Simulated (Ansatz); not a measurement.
All numbers were calculated with Ansatz.

A structure relaxed at PBE0-D4/def2-TZVP, charge 0, multiplicity 1:

Cartesian coordinates in Å:
```
Al 1.5217 -0.9359 -0.6170
C -0.2033 -0.1174 -0.7027
C -1.3670 -0.2796 0.2804
Si -0.2659 1.1282 0.7171
H 1.8908 -1.8444 0.6340
H 2.5843 -0.5925 -1.7446
H -0.4650 0.3652 -1.6439
H -1.3540 -1.1620 0.9134
H -2.3557 -0.0524 -0.1063
H -0.6730 2.5181 0.4314
H 0.6871 0.9727 1.8382
```

(1) Give its formula and SMILES.

(2) Summarise the bond lengths by kind.

## Answers

(1) C2H7AlSi, `[AlH2][CH]1C[SiH2]1`.

(2) 1 × Al–C 1.911 Å; 2 × Al–H 1.587 to 1.590 Å; 1 × C–C 1.532 Å; 2 × C–Si 1.840 to 1.890 Å; 3 × C–H 1.086 to 1.090 Å; 2 × H–Si 1.476 to 1.480 Å.
